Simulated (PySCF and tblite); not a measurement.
Results of a calculation; reference values are marked as such.
**Barrier and rate of a rearrangement**

System: C7H7BF2, numbered as in [F:1][B:2]([F:3])[C:4]1=[CH:5][CH2:6][CH:7]=[CH:8][CH:9]=[CH:10]1.

Motion: shift of H on C6 from C6 to C9. Level: PBE0/pcSseg-1 + D3(BJ) on B3LYP-D3(BJ)/def2-SVP stationary points, with GFN2-xTB thermal terms. Rates follow Eyring's equation with the number of equivalent paths and no tunnelling. Shieldings: GIAO at the same DFT level; methyl-like tops are averaged, other torsions stay as in the two minima; line shapes leave out couplings. Programs: tblite and PySCF.

```
 point  symmetry  E(GFN2) kcal/mol  E(DFT) kcal/mol  ZPE change kcal/mol  lowest mode cm⁻¹  dipole D
 start        C1               0.0              0.0                 0.00                55      2.45
saddle        Cs              31.3             37.6                -3.08             1408i      1.88
   end        C1               0.0              0.0                 0.00                55      2.45
```

```
Electronic barrier                                      : 37.6 kcal/mol
Barrier with zero-point energy                          : 34.6 kcal/mol
ΔH‡ (298 K)                                             : 34.2 kcal/mol
ΔS‡ (298 K, symmetry apart)                             : -2.6 cal/(mol K)
Paths                                                   : 1 equivalent path
End point                                               : the same structure with atoms interchanged, or its mirror image
Mean lifetime of the start against this motion at 298 K : 2.1×10⁵ years
Cost                                                    : 5.3 min on 1 thread of Arm Neoverse V1, on a host shared with other jobs (rough), peak memory 1 GiB, launched as `OMP_NUM_THREADS=1 python ens_run.py task.json out`
```

| T/K | ΔG‡ kcal/mol | k s⁻¹ |
| --- | --- | --- |
| 400 | 35.2 | 4.9×10⁻⁷ |
| 500 | 35.5 | 0.0032 |

ΔG and ΔG‡ leave out symmetry numbers and mirror images; rates count paths: 1 out.

Sites that the motion interchanges:

| nucleus | site | ppm | scale |
| --- | --- | --- | --- |
| ¹H | H on C5 | 25.03 | shielding σ |
| ¹H | H on C10 | 23.93 | shielding σ |
| ¹³C | C5 | 41.5 | shielding σ |
| ¹³C | C10 | 43.2 | shielding σ |

```json
{"nucleus": "¹H", "sites": "H on C5 / H on C10", "¹H MHz": "100", "spread Hz": "110", "coalescence K": "734", "k there s⁻¹": "244"}
{"nucleus": "¹H", "sites": "H on C5 / H on C10", "¹H MHz": "500", "spread Hz": "550", "coalescence K": "786", "k there s⁻¹": "1220"}
{"nucleus": "¹H", "sites": "H on C5 / H on C10", "¹H MHz": "700", "spread Hz": "770", "coalescence K": "798", "k there s⁻¹": "1710"}
{"nucleus": "¹³C", "sites": "C5 / C10", "¹H MHz": "100", "spread Hz": "45", "coalescence K": "707", "k there s⁻¹": "99"}
{"nucleus": "¹³C", "sites": "C5 / C10", "¹H MHz": "500", "spread Hz": "225", "coalescence K": "756", "k there s⁻¹": "500"}
{"nucleus": "¹³C", "sites": "C5 / C10", "¹H MHz": "700", "spread Hz": "315", "coalescence K": "767", "k there s⁻¹": "700"}
```

Tunnelling of the moving H, left out here, will speed the real process. Coalescence temperatures outside 150 to 500 K extrapolate the thermal terms and ignore freezing or boiling of a solvent.
